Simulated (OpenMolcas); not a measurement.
**Mo2+: moving or changing the point charges**

Mo2+ among 8 point charges of -1.2 e arranged as a cube (Oh), 2.11 Å from the ion.

```
Program             : OpenMolcas 26.06
Method              : SS-CASPT2, IPEA 0.25 Eh, imaginary shift 0.1 Eh (closed shells correlated: 4s 4p)
Basis               : ANO-RCC-VDZP [6s5p3d1f]
Scalar Hamiltonian  : DKH2, point nucleus
Active space        : 4 electrons in 5 orbitals (4d)
State averaging     : 2S+1 = 5 even, 5 roots; 2S+1 = 3 even, 45 roots; 2S+1 = 1 even, 50 roots
Spin-orbit coupling : state interaction with AMFI integrals over the reference wave functions
```

Runs around this geometry, states (labels of O, the rotations of Oh). Energies in cm-1 above the lowest state or level, χT in cm3 K/mol; under a threefold ground state the first gap can be a small split of the lowest multiplet, not the spin-orbit step; 10Dq and B are least-squares fits to the states below 45000 cm-1, weighted by degeneracy, with a free offset, and given where the rms deviation is under 5 % of |10Dq| (or 100 cm-1) and under 700 cm-1; 10Dq is negative for this site.

| R (Å) | q (e) | Ground state | First state of that spin | 10Dq | B (rms of fit) | First gap with spin-orbit (degeneracies) | χT at 300 K | First state of another spin |
| --- | --- | --- | --- | --- | --- | --- | --- | --- |
| 2.11 | -0.78 | 5T2 | 5E 5750 |  |  | 120 (1, 3) | 1.797 | 3T1 9370 |
| 2 | -1.2 | 1A1 | 1T1 9630 | -11591 | 554 (418) | 500 (1, 3) | 1.018 | 5T2 210 |
| 2.11 | -1.2 | 5T2 | 5E 9160 | -9003 | 596 (406) | 140 (1, 3) | 1.814 | 1A1 4600 |
| 2.21 | -1.2 | 5T2 | 5E 7480 |  |  | 120 (1, 3) | 1.823 | 3T1 7370 |

Scaling the charges by -0.78 / -1.2 = 0.65 scales the first state of the same spin by 5750 / 9160 = 0.63; with fixed orbitals a first-order splitting would follow the charge.

The ground state changes within this set.

Roots that are degenerate in the reference are averaged as groups; the widest CASPT2 spread within a group is 360 cm-1 (the 3-fold group of multiplicity 1 near 54700 cm-1 above the lowest state of its run, R = 2.11, q = -0.78). Shifts and gaps below about the spread of the groups concerned are not significant. Free-ion shares, where given, are those of the reference states; single-state CASPT2 does not remix them. An orbital triplet at a regular site is open to Jahn-Teller coupling, which can distort the site and quench the lowest spin-orbit gaps and is left out (holds for R = 2.11, q = -0.78; R = 2.11, q = -1.2; R = 2.21, q = -1.2). Point charges give a weaker field than real ligands, and real ions of this kind are as a rule low spin; the high spin found here belongs to the model (holds for R = 2.11, q = -0.78; R = 2.11, q = -1.2; R = 2.21, q = -1.2). Spin-orbit coupling mixes the spin-free states strongly: the lowest level takes only 44 % from its leading state, 5T2, which lies 207 cm-1 above the lowest spin-free state (holds for R = 2, q = -1.2). This shell can be high or low spin here, a state of another spin lies low, and with metal d orbitals alone active their balance is uncertain, so the ground spin may be wrong, although the usual error favours high spin (holds for R = 2, q = -1.2). This shell can be high or low spin here, a state of another spin lies low, and with metal d orbitals alone active their balance is uncertain, so the ground spin may be wrong (holds for R = 2.11, q = -1.2). Point charges carry no covalency, so the field is a model and not that of real ligands. No measured value stands beside these numbers.
